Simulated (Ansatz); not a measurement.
`B[SiH2]N[SiH3]` + HBr → `[SiH3]N[SiH2]Br` + BH₃ at 500 K and 1 bar (cleavage of the Si–B bond).

Program: Ansatz. Geometries: PBE0-D4/def2-TZVP. ΔE: electronic, gas phase. CCSD(T)/CBS is the MP2 limit (def2-TZVPP, def2-QZVPP) plus CCSD(T) − MP2 in def2-TZVPP, frozen cores. This one scheme is used for every species. For Br outer-core shells are correlated without core-valence functions, which leaves a few kJ/mol of doubt a bond. Scalar relativity is left out up to krypton. Each species was taken in one conformer, which may not be the lowest.

| species | CCSD(T)/CBS energy (Eh) | H − E (kJ/mol) | S (J/(mol·K)) |
| --- | --- | --- | --- |
| `B[SiH2]N[SiH3]` | -662.46710 | 258.3 | 443.3 |
| HBr | -2573.91920 | 30.5 | 213.7 |
| `[SiH3]N[SiH2]Br` | -3209.88376 | 205.1 | 431.6 |
| BH₃ | -26.55200 | 86.8 | 208.8 |

H − E and S are ideal-gas, rigid-rotor, harmonic terms from PBE0-D4/def2-TZVP, for one conformer and one mirror image of each species. 1 Eh = 2625.50 kJ/mol, R = 8.31446 J/(mol·K).

Task: By hand: ΔE, ΔH, ΔS and ΔG.

Result: ΔE = (-3209.88376) + (-26.55200) − (-662.46710) − (-2573.91920) = -0.04946 Eh = -129.9 kJ/mol. Δ(H − E) = 205.1 + 86.8 − 258.3 − 30.5 = 3.1, so ΔH = -126.8 kJ/mol. ΔS = 431.6 + 208.8 − 443.3 − 213.7 = -16.6 J/(mol·K). ΔG = -126.8 − 500 × (-16.6)/1000 = -118.5 kJ/mol.

Task: By hand: the equilibrium constant, and the temperature at which ΔG would vanish if ΔH and ΔS stayed fixed.

Result: log₁₀ K = −ΔG/(RT ln 10) = 12.4. ΔG = 0 at ΔH/ΔS = 7639 K, far beyond where these terms or the molecules hold.

ΔH outweighs TΔS. A doubt of 5 kJ/mol in ΔE shifts log₁₀ K by 0.5 here. Other conformers and mirror images would add mixing entropy, several J/(mol·K) or more a flexible species. Modes under 60 cm⁻¹, often nearly free rotors, make the harmonic entropy too high. These are equilibria of isolated gas molecules and say nothing of rates. Largest T1 diagnostic: 0.011 (customary marks: 0.02 for closed shells, 0.045 for open ones).
